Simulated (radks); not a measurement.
These are the eigenvalues of the occupied orbitals of an atom or ion with whole-number occupations (eV). Method: scalar-relativistic Kohn-Sham, PBEsol, spin-unpolarised, spherical densities, point nucleus; computed with a radial shooting solver on a logarithmic mesh with Libxc functionals.

| orbital | eigenvalue |
|---|---|
| 1s | -17837.80 |
| 2s | -2492.839 |
| 2p | -2226.122 |
| 3s | -428.5816 |
| 3p | -341.7140 |
| 3d | -199.0453 |
| 4s | -78.1439 |
| 4p | -55.7961 |
| 4d | -24.8732 |
| 7s | -5.4721 |

Which element is it, and in what charge state? The configuration may be excited.

Answer. Z = 40, zirconium, charge +2: Zr2+ in [Kr] 4d1 7s1. The list shows which subshells hold electrons but not how many an open one holds; the 1s level, -655.53 hartree, gives Z - s = 36.2 by -(Z - s)^2/2, which with screening and relativity narrows Z to a few neighbours, and the depths of the outer levels then fix element, charge and occupations together.
